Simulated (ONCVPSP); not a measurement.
# Configuration tests for Pd (Z = 46) (ONCV)

Pd, optimised norm-conserving Vanderbilt (ONCV), made with ONCVPSP 4.0.1 (PBE, scalar-relativistic). Core [Ar] 3d10, reference 4s2 4p6 4d8 (charge +2). Waves: 4s: rc 0.95 bohr, ncon 3, nbas 6, qcut 6.9 1/bohr, 2 projectors, debl 3.4 Ha; 4p: rc 1.55 bohr, ncon 4, nbas 7, qcut 6.9 1/bohr, 1 projector; 4d: rc 1.55 bohr, ncon 4, nbas 8, qcut 10.8 1/bohr, 2 projectors, debl 1.6 Ha. Local part: polynomial inside 0.60 bohr (lpopt 5, dvloc0 0 Ha). Core correction: none.

In the s channel the program set the typed energies aside and used -4.060, 0.250 Ha.

Energies are relative to the spin-unpolarised reference configuration 4s2 4p6 4d8; without spin polarisation the order of configurations can differ from experiment.

Problem. Give the all-electron excitation energy and the error of the potential for: 4s2 4p6 4d10; 4s2 4p6 4d9; 4s2 4p6 4d7; 4s1 4p6 4d10.

Solution.

| valence configuration | charge | ΔE all-electron (eV) | error AE − PS (meV) |
| --- | --- | --- | --- |
| 4s2 4p6 4d10 | 0 | -29.934 | +2.6 |
| 4s2 4p6 4d9 | +1 | -20.818 | +2.6 |
| 4s2 4p6 4d7 | +3 | 34.360 | +2.5 |
| 4s1 4p6 4d10 | +1 | 61.634 | -36 |

Levels in the configuration 4s1 4p6 4d10:

```tsv
level	all-electron (eV)	pseudo (eV)
4s	-98.452	-98.434
4p	-64.017	-64.049
4d	-15.557	-15.545
```

Note: ghosts flagged at negative energy: s at -225.5 eV, p at -21.4 eV; no localised positive-energy state flagged. A true bound ghost makes a file unfit for plane-wave use.
